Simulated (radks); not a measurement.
Values are calculated unless marked as measured or tabulated.
Q: All-electron atom: the tungsten ion W4+ in [Kr] 4d10 4f14 5s2 5p4 5d2 6s2 (not the ground configuration). Level of theory: Dirac Kohn-Sham, PBEsol, spin-unpolarised, spherical densities, finite nucleus; open shells fill j = l - 1/2 first; Fermi nuclear charge, rms radius 5.3658 fm (a radial shooting solver on a logarithmic mesh with Libxc functionals). Some entries of the table are withheld. Estimate them.

| orbital | occ. | eigenvalue (Ry) | <1/r> (bohr^-1) | r(max) (bohr) |
|---|---|---|---|---|
| 1s1/2 | 2 | -5101.157 | 87.01 | 0.01146 |
| 2s1/2 | 2 | -883.4337 | 21.18 | 0.06589 |
| 2p1/2 | 2 | -845.2751 | 21.15 | (1) |
| 2p3/2 | 4 | -745.9056 | 17.77 | (2) |
| 3s1/2 | 2 | -206.6456 | 7.773 | 0.1856 |
| 3p1/2 | 2 | -189.5943 | 7.691 | (3) |
| 3p3/2 | 4 | -168.1080 | 6.816 | (4) |
| 3d3/2 | 4 | -139.2968 | 6.710 | 0.1470 |
| 3d5/2 | 6 | -134.6215 | 6.504 | 0.1509 |
| 4s1/2 | 2 | -45.92339 | 3.267 | 0.4212 |
| 4p1/2 | 2 | (5) | 3.158 | 0.4209 |
| 4p3/2 | 4 | (6) | 2.853 | 0.4505 |
| 4d3/2 | 4 | (7) | 2.638 | 0.4472 |
| 4d5/2 | 6 | (8) | 2.565 | 0.4566 |
| 5s1/2 | 2 | -9.80168 | 1.294 | 0.9554 |
| 5p1/2 | 2 | -7.62495 | 1.178 | 1.018 |
| 5p3/2 | 2 | -6.82250 | 1.079 | 1.094 |
| 4f5/2 | 6 | -6.68797 | (9) | 0.4257 |
| 4f7/2 | 8 | -6.52128 | (10) | 0.4307 |
| 5d3/2 | 2 | -3.82342 | 0.8346 | (11) |
| 5d5/2 | 0 | -3.72807 | 0.8149 | (12) |
| 6s1/2 | 2 | -3.12896 | 0.5563 | 2.187 |

A: 
(1) 2p1/2 r(max) (bohr): 0.04897
(2) 2p3/2 r(max) (bohr): 0.05580
(3) 3p1/2 r(max) (bohr): 0.1737
(4) 3p3/2 r(max) (bohr): 0.1878
(5) 4p1/2 eigenvalue (Ry): -38.84498
(6) 4p3/2 eigenvalue (Ry): -33.86116
(7) 4d3/2 eigenvalue (Ry): -22.21085
(8) 4d5/2 eigenvalue (Ry): -21.29209
(9) 4f5/2 <1/r> (bohr^-1): 2.116
(10) 4f7/2 <1/r> (bohr^-1): 2.086
(11) 5d3/2 r(max) (bohr): 1.323
(12) 5d5/2 r(max) (bohr): 1.353
